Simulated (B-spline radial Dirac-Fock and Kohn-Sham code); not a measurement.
Z = 14 (silicon), transition energy 499 keV. Calculated with an atomic code on a B-spline grid, using a Dirac-Hartree-Slater potential of the neutral atom with a Latter tail (no hole, which puts coefficients of high multipoles low close above an edge), finite nucleus with surface currents. Subshells that would emit electrons below 1 keV are left out.

Question: A pure transition shows α(K) = 0.000737, L1/L2 = 126 and L1/L3 = 134. What is its multipolarity?
A. M4
B. M2
C. M3
D. M1
E. E4
F. E2
G. E3
H. E1

Answer: G. For comparison, α(K), L1/L2, L1/L3 are E1 6.47e-05, 579, 259; E2 0.000232, 267, 202; E4 0.00225, 69.1, 88.2; M1 8.37e-05, 367, 462; M2 0.000261, 198, 408; M3 0.000792, 123, 219; M4 0.00238, 83.7, 116.
